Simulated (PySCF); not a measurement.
Al(F)2(Et), SMILES C[CH2][Al]([F])[F] (C2H5AlF2), PBE0/def2-SVP optimised geometry. Atoms within 1.6 Å of the plane z = 0.0 Å (x, y, z in Å): Al1 (0.05, 1.16, 0.00), F2 (1.70, 1.16, 0.00), F3 (-0.67, 2.66, 0.00), C4 (-1.00, -0.47, 0.00), C5 (-0.20, -1.78, -0.05), H6 (-1.70, -0.40, -0.84), H7 (-1.64, -0.44, 0.90), H8 (0.48, -1.88, 0.80), H9 (0.41, -1.85, -0.96), H10 (-0.87, -2.66, -0.05).

Calculation: PBE0/def2-TZVP (PySCF). Cells within 0.4 Å of a nucleus heavier than hydrogen are left out (blank, or x).

Map of the LUMO amplitude (bohr^(-3/2)) on the plane z = 0.0 Å; orbital energy -0.57 eV, overall sign arbitrary:

```
|77777777788888888887777777777|
|77777778888888888888877777777|
|77777788888888888888887777777|
|77777888888888888888888777777|
|77777888888888888888888877777|
|77778888888998889988888887777|
|777888888889xx789998888887777|
|777888888886xx689998888888777|
|77788888888634799988888888777|
|77888888888878899867888888777|
|77888888888887x686xx988888877|
|77888888888886xx85xx998888877|
|77888888876667789746888888877|
|77888888765335799878888888877|
|78888888763003689988888888777|
|78888888865xx3678998888888777|
|78888888888xx5678888888888777|
|77888888999987778888888887777|
|7788888899999x777888888887777|
|7788888889998xx67788888877777|
|7778888888887x567788888877777|
|77788888888766567778888777777|
|77778888888766667777777777777|
|77777888887777777777777777777|
|77777788887777777777777777777|
|77777778887777777777777777777|
|77777777777777777777777777777|
|77777777777777777777777777777|
|77777777777777777777777777777|
```
Scale: ten equal steps from -0.153 (start of '0') to 0.041 (end of '9'), in the order '0123456789'; x runs from -5.00 to 5.00, y from -5.00 (bottom) to 5.00 (top).
